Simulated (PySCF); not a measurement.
Isomers of C6H11As side by side.

PySCF, PBE0/def2-SVPD, density fitting, gas phase; each molecule at its own PBE0-D3(BJ)/def2-SVP geometry, one conformer. Singlet excitations by full TDDFT with frozen cores, triplets by Tamm–Dancoff TDDFT and ionisation energies by ΔSCF, from the lowest of the holes tried. 

Torsions of the conformers computed, which needn't be the lowest (atom-mapped SMILES):
- `[CH:1]#[C:2][CH2:3][CH2:4][As:5]([CH3:6])[CH3:7]`: C2–C3–C4–As5 178°, C3–C4–As5–C6 174°
- `[CH2:1]=[CH:2][C:3](=[CH2:4])[CH2:5][AsH:6][CH3:7]`: C1–C2–C3–C4 180°, C2–C3–C5–As6 74°, C3–C5–As6–C7 66°
- `[CH:1]#[C:2][CH2:3][AsH:4][CH2:5][CH2:6][CH3:7]`: C2–C3–As4–C5 40°, C3–As4–C5–C6 71°, As4–C5–C6–C7 177°
- `[CH:1]#[C:2][CH2:3][As:4]([CH3:5])[CH2:6][CH3:7]`: C2–C3–As4–C5 166°, C3–As4–C6–C7 175°
- `[CH3:1][C:2]#[C:3][CH2:4][As:5]([CH3:6])[CH3:7]`: C3–C4–As5–C6 -68°

Reference: `C#CCC[As](C)C`, with HOMO energy -6.65 eV, LUMO energy 0.52 eV, lowest singlet excitation 6.20 eV, lowest triplet excitation 5.19 eV, mean polarisability 106.1 au, dipole moment 1.16 D and vertical ionisation energy 8.52 eV.

Changes against it:

```
     molecule  Δ electronic energy (kcal/mol)  Δ HOMO energy (eV)  Δ LUMO energy (eV)  Δ lowest singlet excitation (eV)  Δ lowest triplet excitation (eV)  Δ mean polarisability (au)  Δ dipole moment (D)  Δ vertical ionisation energy (eV)
C#CC[As](C)CC                            -1.0               -0.01               -0.16                             -0.23                             -0.24                        -0.4                +0.27                              -0.05
CC#CC[As](C)C                            -8.6               +0.15               +0.06                             -0.16                             -0.21                        +2.6                -0.23                              -0.27
```

Rows whose labels were lost:

| row | Δ electronic energy (kcal/mol) | Δ HOMO energy (eV) | Δ LUMO energy (eV) | Δ lowest singlet excitation (eV) | Δ lowest triplet excitation (eV) | Δ mean polarisability (au) | Δ dipole moment (D) | Δ vertical ionisation energy (eV) |
| --- | --- | --- | --- | --- | --- | --- | --- | --- |
| P | -16.5 | +0.20 | -1.49 | -1.41 | -2.15 | +2.6 | -0.32 | -0.40 |
| Q | +1.2 | -0.20 | -0.36 | -0.27 | -0.38 | -1.5 | -0.55 | +0.17 |

Problem. Which row belongs to which of `C=CC(=C)C[AsH]C` and `C#CC[AsH]CCC`?

Solution. P = `C=CC(=C)C[AsH]C` and Q = `C#CC[AsH]CCC`. P and Q are told apart most clearly by the electronic energy (-16.5 against +1.2 kcal/mol).
